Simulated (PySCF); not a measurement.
Atom-mapped SMILES (the numbers label the heavy atoms): `[CH3:1][CH2:2][N:3]([CH3:4])[BH:5][AsH2:6]`. Each H is labelled by its parent atom.

Geometry: PBE0-D3(BJ)/def2-SVP; GIAO shifts from PySCF, gas phase, non-relativistic, averaged over equivalent atoms.

At mPW1PW91/pcSseg-1 (181 basis functions, 27 s wall time on 1 thread of an Arm Neoverse V1, shared host):
```json
{"atoms": "C2", "δ (ppm)": "49.7"}
{"atoms": "C4", "δ (ppm)": "46.3"}
{"atoms": "C1", "δ (ppm)": "15.2"}
{"atoms": "N3", "δ (ppm)": "155.9"}
{"atoms": "B5", "δ (ppm)": "48.7"}
{"atoms": "As6", "δ (ppm)": "60.2"}
{"atoms": "H(B5)", "δ (ppm)": "5.86"}
{"atoms": "H(C4)", "δ (ppm)": "3.05"}
{"atoms": "H(C2)", "δ (ppm)": "3.00"}
{"atoms": "H(As6)", "δ (ppm)": "2.32"}
{"atoms": "H(C1)", "δ (ppm)": "1.10"}
```

Chemical shifts δ = σref − σ; 13C (σ = 183.54 ppm) and 1H (σ = 31.32 ppm) vs TMS; 15N (σ = 264.17 ppm) vs NH3; 11B (σ = 100.80 ppm) vs BF3·OEt2; 75As (σ = 1897.45 ppm) vs AsH3, all at this level.

Task: What do these become at PBE0/pcSseg-1?

Result: 
| atoms | δ at PBE0/pcSseg-1 | change |
| --- | --- | --- |
| C2 | 49.8 | +0.1 |
| C4 | 46.3 | +0.0 |
| C1 | 15.0 | -0.2 |
| N3 | 157.3 | +1.4 |
| B5 | 48.5 | -0.2 |
| As6 | 63.0 | +2.8 |
| H(B5) | 5.91 | +0.05 |
| H(C4) | 3.07 | +0.02 |
| H(C2) | 3.02 | +0.02 |
| H(As6) | 2.34 | +0.02 |
| H(C1) | 1.10 | +0.00 |

Scale: 13C (184.41 ppm) and 1H (31.27 ppm) against TMS; 15N (265.67 ppm) vs NH3; 11B (100.73 ppm) against BF3·OEt2; 75As (1910.42 ppm) vs AsH3 (reference shieldings calculated alike).

The largest change is at As6 (arsenic bonded to B, 2 H). Cost: 181 basis functions, 29 s wall time on 1 thread of an Arm Neoverse V1, shared host. The order of the carbon signals is the same at both levels.

Relativistic effects, spin–orbit coupling among them, are left out; they matter for As and for the light atoms bonded to it. Experimental scales use liquid or dissolved standards, which lie at an offset from isolated NH3 (liquid NH3: subtract about 20 ppm). Unscaled 15N shifts of sp2 nitrogen come out 20 to 40 ppm too high even then.
